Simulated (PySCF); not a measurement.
# What a mistake does to a calculation on C2Ge2H7 cation

These are calculations, not measurements. They come from PySCF 2.14.0, an open-source quantum chemistry program, on an isolated molecule that a program drew, which may never have been made. The molecule is C2Ge2H7 cation (charge +1, singlet), drawn as the SMILES string `[CH3][GeH+][CH]=[GeH2]`.

Each row is a Hartree-Fock (HF) and frozen-core CCSD(T) single point in the cc-pVDZ basis, meant for a local HF minimum. Run 1 is clean. Each other run has one planted mistake out of seven kinds, and not every kind appears here: one electron removed, one electron added, multiplicity raised by two, geometry at a saddle point, minimal basis STO-3G, one bond length entered in bohr, all coordinates scaled. The reference is restricted for singlets and unrestricted otherwise, and also for a bond in bohr. Adding or removing an electron swaps singlet and doublet. Electrons count all cores. HOMO and LUMO are orbital energies over both spins, the gradient is its largest component, and the lowest frequency (negative if imaginary) is given only where the gradient is small. Bond lengths are over the 10 bonds as drawn. T1 is the CCSD diagnostic: over 0.02 (restricted) or 0.045 (unrestricted) a single reference is doubtful. Germanium has the cc-pVDZ-PP basis, with a core potential (ECP10MDF) in place of its 10 inner electrons, and its 3s, 3p and 3d shells are frozen in CCSD(T).

Geometry of the clean run:
```xyz
11
C2Ge2H7 cation, angstrom
C     1.5601   -1.9536    0.2313
Ge   -0.2253   -1.6482    0.8917
C    -1.6163   -0.9631   -0.0689
Ge   -1.5657   -0.4496   -1.7991
H     2.2604   -1.3915    0.8524
H     1.6712   -1.6557   -0.8093
H     1.7910   -3.0157    0.3369
H    -0.4873   -2.0143    2.3397
H    -2.5628   -0.8539    0.4510
H    -0.2958   -0.5594   -2.6158
H    -2.7804    0.1081   -2.5033
```

```
run,electrons,basis functions,<S^2>,HOMO (eV),LUMO (eV),gradient (hartree/bohr),lowest frequency (cm^-1),mean bond (Å),longest bond (Å),T1,HF (hartree),CCSD(T) (hartree),mistake
1,82,109,0.000,-14.14,-4.37,3.3e-05,93,1.4456,1.928,0.0126,-666.28179,-666.79949,no fault
2,82,109,0.000,-15.19,-4.18,8.7e-02,-,1.3184,1.758,0.0102,-666.17772,-666.67642,all coordinates scaled
3,83,109,1.061,-6.11,2.06,2.5e-02,-,1.4456,1.928,0.0326,-666.47524,-667.00562,one electron added
4,82,109,0.764,-13.53,-4.71,2.2e-02,-,1.5422,2.051,0.0566,-666.14690,-666.66369,one bond length entered in bohr
5,82,109,2.019,-10.98,-5.84,8.4e-02,-,1.4456,1.928,0.0184,-666.20011,-666.69033,?
```

**Which mistake was planted in run 5, and what did it cost?**

Electrons, basis and geometry are unchanged, and <S^2> is 2.019, beside S(S+1) = 2.00 for a multiplicity of 3. So the mistake is: multiplicity raised by two. Subtracting run 1 and multiplying by 627.51 kcal/mol a hartree, the energy moved by 51.3 kcal/mol in HF and 68.5 kcal/mol in CCSD(T).

Cautions from the logs. Run 4: T1 is over the limit, so its CCSD(T) energy is less reliable.
